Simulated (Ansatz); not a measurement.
Relaxation of C2H8BNSe (13 atoms, charge 0, multiplicity 1), to a largest force component of 0.015 eV/Å in at most 40 steps.

Method: RKS B3LYP/def2-SVP in Ansatz 0.2.0.

```xyz
13
Properties=species:S:1:pos:R:3
C -1.853 -0.193 0.036
B -0.477 -0.278 -0.657
C 0.812 0.143 0.126
N 1.820 -0.992 0.238
Se 1.728 1.582 -0.840
H -2.685 -0.467 -0.688
H -1.910 -0.779 0.939
H -2.048 0.927 0.296
H -0.382 -0.663 -1.721
H 0.576 0.502 1.181
H 1.413 -1.743 -0.466
H 2.710 -0.695 -0.137
H 0.515 2.576 -0.534
```

**Question.** Where does it end, and by what steps?

**Answer.** The forces met the threshold. After 17 steps the energy has fallen by 1.613 eV; Se5 moved furthest, 1.36 Å. Parted: C3–Se5. Joined: B2–Se5.

```json
{"step": "0", "energy less start (eV)": "0.0000", "largest force component (eV/Å)": "2.817", "accepted": "yes"}
{"step": "1", "energy less start (eV)": "-0.5972", "largest force component (eV/Å)": "1.419", "accepted": "yes"}
{"step": "2", "energy less start (eV)": "-0.8293", "largest force component (eV/Å)": "1.037", "accepted": "yes"}
{"step": "3", "energy less start (eV)": "-1.0423", "largest force component (eV/Å)": "0.943", "accepted": "yes"}
{"step": "4", "energy less start (eV)": "-1.1759", "largest force component (eV/Å)": "0.897", "accepted": "yes"}
{"step": "5", "energy less start (eV)": "-1.2730", "largest force component (eV/Å)": "0.557", "accepted": "yes"}
{"step": "6", "energy less start (eV)": "-1.3877", "largest force component (eV/Å)": "0.792", "accepted": "yes"}
{"step": "7", "energy less start (eV)": "-1.5101", "largest force component (eV/Å)": "0.459", "accepted": "yes"}
{"step": "8", "energy less start (eV)": "-1.5121", "largest force component (eV/Å)": "1.044", "accepted": "yes"}
{"step": "9", "energy less start (eV)": "-1.5849", "largest force component (eV/Å)": "0.450", "accepted": "yes"}
{"step": "10", "energy less start (eV)": "-1.5366", "largest force component (eV/Å)": "0.581", "accepted": "no"}
{"step": "11", "energy less start (eV)": "-1.6100", "largest force component (eV/Å)": "0.130", "accepted": "yes"}
{"step": "12", "energy less start (eV)": "-1.6010", "largest force component (eV/Å)": "0.284", "accepted": "no"}
{"step": "13", "energy less start (eV)": "-1.6118", "largest force component (eV/Å)": "0.057", "accepted": "yes"}
{"step": "14", "energy less start (eV)": "-1.6123", "largest force component (eV/Å)": "0.088", "accepted": "yes"}
{"step": "15", "energy less start (eV)": "-1.6129", "largest force component (eV/Å)": "0.026", "accepted": "yes"}
{"step": "16", "energy less start (eV)": "-1.6129", "largest force component (eV/Å)": "0.016", "accepted": "yes"}
{"step": "17", "energy less start (eV)": "-1.6129", "largest force component (eV/Å)": "0.003", "accepted": "yes"}
```

```xyz
13
Properties=species:S:1:pos:R:3
C -1.802 0.074 0.009
B -0.367 -0.198 -0.648
C 0.911 -0.216 0.264
N 1.939 -1.042 0.113
Se 0.545 1.575 -1.507
H -2.539 0.378 -0.753
H -2.193 -0.844 0.484
H -1.790 0.860 0.785
H -0.296 -1.032 -1.541
H 1.014 0.464 1.119
H 1.919 -1.720 -0.644
H 2.827 -0.907 0.586
H 0.053 2.531 -0.493
```

The run took 89 s on 2 threads of Arm Neoverse V1, on a shared host, peak memory 0.34 GiB.
